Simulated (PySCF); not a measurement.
Si(F)2(OH)(SeH) (F2H2OSeSi), SMILES F[Si]([SeH])(F)O.

Coordinates come from a B3LYP-D3(BJ)/def2-SVP optimisation. The structure was generated by enumeration, and PubChem lists no compound with its InChIKey, so it may never have been made. The values are those of a single conformer.

Two levels are set side by side: TDDFT-PBE/def2-SVPD (PySCF) and TDDFT-PBE0/def2-SVPD (PySCF). Vertical, same geometry. The lowest singlet is HOMO→LUMO 97 % with PBE and HOMO→LUMO+1 65 %, HOMO→LUMO 35 % with the other functional; states are paired by order. Differences are taken from unrounded values.

```json
[
 {"quantity": "lowest singlet excitation (eV)", "TDDFT-PBE0": "5.68", "TDDFT-PBE": "5.38", "TDDFT-PBE minus TDDFT-PBE0": "-0.30"},
 {"quantity": "lowest triplet excitation (TDA) (eV)", "TDDFT-PBE0": "5.19", "TDDFT-PBE": "5.00", "TDDFT-PBE minus TDDFT-PBE0": "-0.19"},
 {"quantity": "first bright state (f over 0.05) (eV)", "TDDFT-PBE0": "6.03", "TDDFT-PBE": "7.58", "TDDFT-PBE minus TDDFT-PBE0": "1.56"},
 {"quantity": "its oscillator strength", "TDDFT-PBE0": "0.06", "TDDFT-PBE": "0.11", "TDDFT-PBE minus TDDFT-PBE0": "0.05"}
]
```

A lower first singlet is the usual sign of a functional without exact exchange. Differences between two approximate levels are no errors against the true value.

Rough cost on one machine, each run with all the roots and properties that it gave: TDDFT-PBE0 against TDDFT-PBE about 5 times.
